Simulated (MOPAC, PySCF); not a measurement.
C$_{3}$H$_{7}$N, SMILES `C(C)(C)=N`, neutral singlet in the gas phase. 

Cartesian coordinates (Å):
```xyz
11

C      1.2623     0.1531     0.5666
C      0.0170     0.3678    -0.2369
C     -1.0416    -0.6875    -0.0924
N     -0.0726     1.3966    -0.9722
H      1.0241     0.0957     1.6331
H      1.7319    -0.7979     0.2971
H      1.9660     0.9655     0.3960
H     -1.3537    -0.7730     0.9528
H     -1.9175    -0.4671    -0.7040
H     -0.6461    -1.6656    -0.3822
H     -0.9698     1.4123    -1.4580
```
Charge 0, multiplicity 1.

All levels are single points at this geometry (PBE0-D3(BJ)/def2-TZVP); Pople sets use spherical d functions. Orbital energies aren't observables, and empty levels follow the basis.

BP86/6-31G* in PySCF gives gap (eV) = 5.02.

**Question.** Estimate the gap (eV) from each of these levels: PBE-D3(BJ)/def2-TZVP in PySCF; PBE0-D3(BJ)/def2-TZVP in PySCF; B3LYP/3-21G in PySCF; B3LYP/6-311+G** in PySCF; B3LYP/6-31G* in PySCF; M06-2X/6-31G* in PySCF; PBE/6-31G* in PySCF; SVWN5/6-31G* in PySCF; HF/3-21G in PySCF; HF/STO-3G in PySCF; AM1 in MOPAC; PM3 in MOPAC.

**Answer.** 
```
level                           gap (eV)
------------------------------  --------
PBE-D3(BJ)/def2-TZVP in PySCF       4.97
PBE0-D3(BJ)/def2-TZVP in PySCF      7.64
B3LYP/3-21G in PySCF                7.00
B3LYP/6-311+G** in PySCF            7.02
B3LYP/6-31G* in PySCF               7.22
M06-2X/6-31G* in PySCF             10.29
PBE/6-31G* in PySCF                 4.99
SVWN5/6-31G* in PySCF               4.86
HF/3-21G in PySCF                  15.85
HF/STO-3G in PySCF                 17.48
AM1 in MOPAC                       11.98
PM3 in MOPAC                       11.23
```
